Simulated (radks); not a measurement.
Results of a calculation; reference values are marked as such.
Radial electron density D(r) = 4 pi r^2 rho(r) of an atom or ion with 29 electrons. Code: a radial shooting solver on a logarithmic mesh with Libxc functionals. Model: scalar-relativistic Kohn-Sham, PBE, spin-polarised, spherical densities, point nucleus.

r (bohr)  D(r) (e/bohr)  spin D(r)
0.002102          1.162   0.000707
0.002408          1.485   0.000903
0.002737          1.867    0.00113
0.003135          2.374    0.00144
0.003563          2.967    0.00180
0.004083          3.744    0.00227
0.00464           4.641    0.00280
0.005316          5.801    0.00349
0.006091          7.206    0.00433
0.006922          8.782    0.00525
0.007931          10.75    0.00639
0.009014          12.90    0.00762
0.01033           15.51    0.00907
0.01174           18.24     0.0105
0.01345           21.39     0.0122
0.01528           24.52     0.0137
0.01751           27.88     0.0151
0.02006           31.10     0.0161
0.0228            33.80     0.0166
0.02612           36.09     0.0164
0.02969           37.48     0.0153
0.03401           37.99     0.0130
0.03866           37.52    0.00996
0.04429           36.12    0.00607
0.05034           34.25    0.00239
0.05767           32.22  -0.000546
0.06607           30.77   -0.00120
0.07509           30.51    0.00136
0.08603           31.80    0.00812
0.09778           34.43     0.0178
0.112             38.15     0.0297
0.1273            41.53     0.0389
0.1459            43.71     0.0419
0.1658            43.46     0.0351
0.1899            40.34     0.0171
0.2176            34.89   -0.00728
0.2473            29.03    -0.0269
0.2834            23.86    -0.0334
0.3221            21.33    -0.0199
0.369             21.47     0.0115
0.4194            23.44     0.0433
0.4805            25.80     0.0593
0.5461            26.71     0.0457
0.6256            25.40    0.00663
0.7168            21.90    -0.0306
0.8146            17.48    -0.0302
0.9333            12.65     0.0351
1.061             8.755      0.160
1.215             5.651      0.334
1.381             3.677      0.493
1.582             2.346      0.609
1.799             1.563      0.637
2.061             1.016      0.575
2.361            0.6358      0.446
2.683            0.3810      0.305
3.074            0.1983      0.173
3.494           0.09417     0.0868
4.003           0.03591     0.0343
4.549           0.01191     0.0116
5.212          0.002885    0.00284
5.924         0.0005855   0.000581

What is the nuclear charge?

Answer. Z = 31. The innermost maximum, from 1s, lies near gamma/Z bohr with gamma = sqrt(1 - (Z/c)^2) = 0.974, here 0.0314 bohr (found: 0.0340), and its height grows with Z. The density is that of the gallium ion Ga2+ in [Ar] 3d10 4s1; the configuration itself is not fixed sharply by these data, and Z only to about a unit. D(r) has 3 maxima, at r = 0.0340, 0.153, 0.542 bohr, and minima at 0.0721, 0.341 bohr, inside which lie 2.09, 10.91 electrons.
